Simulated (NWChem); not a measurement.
Basis-set convergence for C2H3I

SMILES: C=CI
```xyz
6

C      2.4585    -0.3866     0.0000
C      1.2434    -0.9273     0.0000
I     -0.5517     0.1931     0.0000
H      2.6310     0.6926     0.0000
H      3.3375    -1.0404     0.0000
H      1.0606    -2.0042     0.0000
```
Charge 0, spin multiplicity 1.

Everything below was run with NWChem. Structure: optimised with B3LYP/def2-SVP with def2 effective core potentials on I, a minimum by its harmonic frequencies.

Quantity: dipole moment at the level B3LYP.

Effective core potentials replace the inner electrons of I; spin-orbit coupling is left out. B3LYP has NWChem's definition, with VWN1-RPA local correlation. The structure started from a generated list of species.

Costs are rough ratios of processor time within this set of runs, SCF included, with def2-SVP as 1.

```tsv
basis	functions	dipole moment (D)	relative cost
def2-SVP	69	1.18	1
def2-SVPD	99	1.31	under 3
def2-TZVP	130	1.30	3
def2-TZVPP	154	1.29	under 3
def2-TZVPD	160	1.30	6
```

Smallest basis within 0.1 D of def2-TZVPD, the largest set run: def2-SVPD, with 99 functions against 160 and about 30 % of the time (also within reach: def2-TZVP, def2-TZVPP). def2-TZVPD isn't the basis-set limit itself, and a small set can land close by cancellation.
